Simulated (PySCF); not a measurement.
# Hartree-Fock beside MP2: BGeH3O2

Calculated results; nothing here was measured. They come from PySCF 2.14.0, an open-source quantum chemistry program, on an isolated molecule that a program drew, which may never have been made. The molecule is BGeH3O2 (charge 0, singlet), drawn as the SMILES string `O=[B][GeH2][OH]`.

The geometry was optimised and harmonic frequencies were computed with HF and MP2, all in the cc-pVDZ basis, for the commonest isotopes, with a restricted reference for singlets and an unrestricted one otherwise, and a frozen core in MP2. Germanium has the cc-pVDZ-PP basis, with a core potential (ECP10MDF) in place of its 10 inner electrons, and its 3s, 3p and 3d shells are frozen in MP2. Each result is a local minimum of its method.

Geometry at the HF minimum:
```xyz
7
BGeH3O2, angstrom
O     1.0366    2.8093    0.3949
B     1.2374    1.6424    0.3305
Ge    1.5734   -0.4024    0.2416
O     0.7017   -1.0692   -1.1525
H     1.0852   -1.0323    1.5432
H     3.0412   -0.6783   -0.0282
H    -0.2423   -1.0063   -1.1226
```

Lengths of the bonds as drawn, in Å (atoms numbered as above):
| bond | HF | MP2 |
|---|---|---|
| O1-B2 | 1.186 | 1.221 |
| B2-Ge3 | 2.074 | 2.064 |
| Ge3-O4 | 1.774 | 1.807 |
| Ge3-H5 | 1.526 | 1.534 |
| Ge3-H6 | 1.518 | 1.525 |
| O4-H7 | 0.947 | 0.969 |

Rotational constants, in GHz:
```
constant     HF    MP2
       A  12.02  11.82
       B  2.543    2.5
       C  2.167  2.129
```

Harmonic frequencies in cm^-1, each column in rising order, so a row needn't be the same motion in every method:
| rank | HF | MP2 |
|---|---|---|
| 1 | 136 | 124 |
| 2 | 200 | 213 |
| 3 | 288 | 266 |
| 4 | 404 | 369 |
| 5 | 431 | 420 |
| 6 | 575 | 541 |
| 7 | 735 | 699 |
| 8 | 746 | 705 |
| 9 | 862 | 819 |
| 10 | 941 | 887 |
| 11 | 971 | 961 |
| 12 | 2141 | ? |
| 13 | 2258 | 2201 |
| 14 | 2301 | 2247 |
| 15 | 4156 | 3851 |

**Estimate the missing MP2 frequency from the HF column.**

A single factor s that minimises the squared misfit of MP2 against s times HF over the other rows is sum(HF x MP2) / sum(HF^2) = 0.9465, with an rms misfit of 36 cm^-1. For rank 12 it gives 0.9465 x 2141 = 2026 cm^-1. The calculation gives 1918 cm^-1, 108 cm^-1 below the estimate. The drawn bonds are on average 1.3 % longer in MP2 than in HF.
